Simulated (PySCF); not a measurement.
Simulated characterisation data

[PySCF 2.14.0 with density-fitted response routines: geometry from GFN2-xTB; shieldings: GIAO PBE0/pcSseg-1; non-relativistic; averaged over atoms made equivalent by symmetry, fast rotation or ring inversion; no solvent model; one conformer]

δ = σ(ref) − σ, references computed at the same level: TMS for 1H (σ = 31.72 ppm) and 13C (σ = 186.93 ppm). Splittings of carbon signals by F and P are missing where no couplings were computed. Where no couplings were computed, multiplicities follow the n + 1 count of equivalent neighbours, and m marks all less simple cases (inequivalent or close neighbours, rings, F or P nearby). Shifts are as computed. Against solution values, carbons near 30 ppm lie about +3 ppm off and those near 130 ppm about +5 ppm. Of 1211 compounds with measured shifts, 218 miss one by over three times the rms of a fit or turn the order of signals round; such compounds aren't used in these exercises.

**1.** SMILES C[Si@@H]1[SiH2][SiH2][Si@H]1F, CH9FSi4. 1H NMR (500 MHz, computed): δ 6.85 (m, 1H), 5.12 (m, 1H), 4.34 (m, 1H), 4.15 (m, 1H), 4.06 (m, 1H), 3.86 (m, 1H), 0.25 (d, 3H). 13C{1H} NMR (computed): δ -8.3 (CH3).

**2.** SMILES C=C[P@]1(=O)C=C[C@H]([SiH3])C=C1, C7H11OPSi. 1H NMR (500 MHz, computed): δ 6.98 (m, 2H), 6.92 (m, 1H), 6.61 (m, 1H), 6.23 (m, 2H), 6.23 (m, 1H), 3.87 (d, 3H), 2.95 (m, 1H). 13C{1H} NMR (computed): δ 147.8, 145.0, 142.6, 131.1, 36.1.

**3.** SMILES CC1=CCC=C1, C6H8. 1H NMR (500 MHz, computed): δ 6.70 (m, 1H), 6.67 (m, 1H), 6.26 (t, 1H), 3.06 (m, 2H), 2.18 (s, 3H). 13C{1H} NMR (computed): δ 150.2 (C), 142.7 (CH), 142.7 (CH), 134.8 (CH), 45.5 (CH2), 18.1 (CH3).
